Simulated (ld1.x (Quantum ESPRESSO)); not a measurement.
## Before and after: TM potential for Ga (Z = 31)

| Property | Result |
| --- | --- |
| Element | gallium |
| Generator | ld1.x (Quantum ESPRESSO) 7.5 |
| Type | norm-conserving Troullier–Martins (Kleinman–Bylander form) |
| Functional | PBE |
| Relativity | scalar-relativistic |
| Frozen core | [Ar] 3d10 |
| Valence charge | 3 |
| Reference configuration | 4s2 4p1 |
| Partial waves | 4s (bound): rc 1.80 bohr; 4p (bound): rc 2.25 bohr |
| Local potential | all-electron potential smoothed inside 2.20 bohr (lloc = -1) |
| Core correction | a·sin(br)/r model core, default radius (core density twice the valence density) |

All-electron outer shells of the reference configuration (PBE, scalar-relativistic, ld1.x):

```json
{"shell": "3p", "level (eV)": "-98.86", "outermost node (bohr)": "0.24", "outermost maximum (bohr)": "0.56"}
{"shell": "3d", "level (eV)": "-19.15", "outermost node (bohr)": "–", "outermost maximum (bohr)": "0.53"}
{"shell": "4s", "level (eV)": "-8.95", "outermost node (bohr)": "0.81", "outermost maximum (bohr)": "1.90"}
{"shell": "4p", "level (eV)": "-2.58", "outermost node (bohr)": "0.87", "outermost maximum (bohr)": "2.53"}
```

Change: all radii but the core radius scaled by about 1.22 (s 2.20, p 2.76 bohr); local potential all-electron potential smoothed inside 2.68 bohr (lloc = -1).

Cutoffs: the cutoffs (Ry, on a coarse ladder) from which the occupation-weighted sum of valence levels, in a spherical-Bessel basis at the reference potential, stays within 10 and 1 mRy of its value at 400 Ry; they do not see the model core or the augmentation charge, which bear on the density cutoff. Errors are all-electron minus pseudo energies relative to the spin-unpolarised reference configuration.

Problem. Predict the effect on cutoff, ghosts and configuration errors.

Solution. The potential gets softer (15 Ry and 35 Ry → 12 Ry and 30 Ry); the errors of the 7 common tests hardly move; neither file shows a bound ghost. A larger radius leaves more room for a smooth pseudo-wave, so fewer plane waves are needed.

```tsv
quantity	base	changed
cutoff, loose	15 Ry	12 Ry
cutoff, tight	35 Ry	30 Ry
loose cutoff by channel (10 mRy a level)	s 12 Ry, p 6 Ry	s 10 Ry, p 6 Ry
bound ghosts	none	none
error for 4s2 4p0, meV [ΔE 5.69 eV]	-12	-13
error for 4s1 4p0, meV [ΔE 26.82 eV]	-174	-192
error for 4s2 4p0.5, meV [ΔE 2.03 eV]	-1.8	-2.0
error for 4s1 4p2, meV [ΔE 6.54 eV]	-17	-19
error for 4s2 4p1.3, meV [ΔE -0.53 eV]	-0.1	-0.1
error for 4s1 4p1, meV [ΔE 13.06 eV]	-47	-52
error for 4s0 4p3, meV [ΔE 13.37 eV]	-65	-71
```
